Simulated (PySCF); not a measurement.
# Two-dimensional NMR puzzle

Compound of formula C2H14OSi5. Correlations simulated from computed shifts and the bond graph:

HSQC (one-bond C–H):
```tsv
δH	δC
0.55	-6.7
0.53	-7.3
```

COSY cross peaks (H two or three bonds apart, from the bond graph; peaks can be absent where the dihedral angle is near 90°):
```tsv
δH	δH
6.66	4.78
6.66	4.19
6.66	3.99
4.78	4.70
4.78	0.55
4.70	4.19
4.70	3.99
4.70	0.53
4.19	3.99
```

HMBC (two and three bonds, from the bond graph):
```tsv
δH	δC
6.66	-6.7
4.78	-6.7, -7.3
4.70	-6.7, -7.3
4.19	-7.3
3.99	-7.3
```

Non-relativistic, no solvent model, fast rotation and ring inversion assumed for equivalent nuclei, one computed conformer. Geometry: GFN2-xTB; σ from GIAO-PBE0/pcSseg-1; PySCF.

Chemical shifts δ = σref − σ; ¹H, ¹³C vs TMS, all at this level.

Exchangeable hydrogens are left out of these lists.

Question: Work out the connectivity.

Answer: SMILES C[Si@@H]1[Si@H](C)[SiH2][Si@@H]1O[SiH3].

Mapped SMILES: `[CH3:1][Si@@H:2]1[Si@H:3]([CH3:4])[SiH2:5][Si@@H:6]1[O:7][SiH3:8]` (H(Xn): hydrogen on atom n). Ha(Si5) is cis to C1 on the ring; Hb(Si5) is trans to C1 on the ring.

δC -6.7 is C1, a methyl carbon bonded to Si (δH 0.55). δC -7.3 is C4, a methyl carbon bonded to Si (δH 0.53). COSY links 6.66–4.78, 6.66–4.19, 6.66–3.99, 4.78–4.70, 4.78–0.55, 4.70–4.19.

The shifts were computed for this structure.

Shifts are as computed. Against solution values, carbons near 30 ppm lie about +3 ppm off and those near 130 ppm about +5 ppm. Of 1211 compounds with measured shifts, 218 miss one by over three times the rms of a fit or turn the order of signals round; such compounds aren't used in these exercises.
